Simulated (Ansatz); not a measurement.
`CC(=N)C[SeH]` + `C[SiH2]N` → `N[SiH2]C[SeH]` + `CC(C)=N`  (formal exchange of groups at the Se–C bond)

Computed with Ansatz on PBE0-D4/def2-TZVP structures; ΔE is electronic, products minus reactants. CBS: MP2 limit from def2 TZ/QZ plus the TZ coupled-cluster correction, frozen cores. Functionals use def2-TZVPP. B3LYP here is the variant with VWN-RPA as its local correlation; programs differ in this. For Se outer-core shells are correlated without core-valence functions, which leaves a few kJ/mol of doubt a bond. Scalar relativity is left out up to krypton. One conformer a species, not always the lowest.

`CC(=N)C[SeH]`:

Cartesian coordinates in Å:
```
C 1.321 -0.075 -0.062
C -0.055 -0.659 -0.166
N -0.338 -1.894 -0.168
C -1.194 0.307 -0.286
Se -1.517 1.317 1.368
H 1.399 0.553 0.830
H 2.080 -0.856 -0.009
H 1.532 0.564 -0.925
H 0.507 -2.459 -0.082
H -1.036 1.034 -1.082
H -2.113 -0.244 -0.476
H -0.586 2.411 1.058
```

`C[SiH2]N`:

```xyz
10

C     1.163   -0.744    0.223
Si   -0.353    0.315    0.505
N    -1.276    0.716   -0.891
H     1.676   -0.940    1.170
H     1.871   -0.250   -0.447
H     0.895   -1.707   -0.220
H     0.080    1.600    1.121
H    -1.265   -0.408    1.434
H    -0.937    1.392   -1.555
H    -1.855    0.026   -1.340
```

`N[SiH2]C[SeH]`:

```xyz
11

N    -1.003   -1.399    0.210
Si    0.486   -0.584    0.448
C     0.171    1.256    0.320
Se   -0.547    1.681   -1.454
H    -1.525   -1.225   -0.635
H    -1.117   -2.346    0.529
H     1.567   -0.889   -0.540
H     0.981   -0.970    1.798
H    -0.616    1.554    1.016
H     1.051    1.872    0.508
H     0.552    1.049   -2.198
```

`CC(C)=N`:

Z-matrix (Å, degrees):
```
C
C 1 1.502
H 1 1.091 2 111.6
H 1 1.094 2 110.5 3 121.2
H 1 1.094 2 110.4 3 -121.1
C 2 1.497 1 115.9 3 -179.5
N 2 1.268 1 125.1 3 0.5
H 6 1.094 2 110.6 1 -58.5
H 6 1.088 2 110.2 1 -179.6
H 6 1.094 2 110.5 1 59.5
H 7 1.021 2 110.6 1 -0.0
```

```tsv
level	ΔE (kJ/mol)	difference from CCSD(T)/CBS
PBE-D4	-4.4	0.5
r2SCAN-D4	-4.7	0.2
PBE0-D4	-5.1	-0.2
B3LYP-D4	-3.9	1.0
ωB97X-V	-4.8	0.1
ωB97M-V	-4.9	0.0
B2PLYP	-3.3	1.6
PBE	-3.9	1.0
r2SCAN	-4.8	0.1
PBE0	-4.8	0.1
B3LYP	-3.0	1.9
HF/def2-TZVPP	-4.9	0.0
MP2/def2-TZVPP	-3.1	1.8
SCS-MP2/def2-TZVPP	-3.3	1.6
CCSD/def2-TZVPP	-4.3	0.6
CCSD(T)/def2-TZVPP	-4.0	0.9
HF/def2-QZVPP	-5.0	-0.1
MP2/def2-QZVPP	-3.6	1.3
SCS-MP2/def2-QZVPP	-3.7	1.2
HF/CBS(def2)	-5.0	-0.1
MP2/CBS(def2)	-4.0	0.9
CCSD/CBS(def2)	-5.1	-0.2
CCSD(T)/CBS	-4.9	0
```

Largest T1 diagnostic among the species: 0.011.
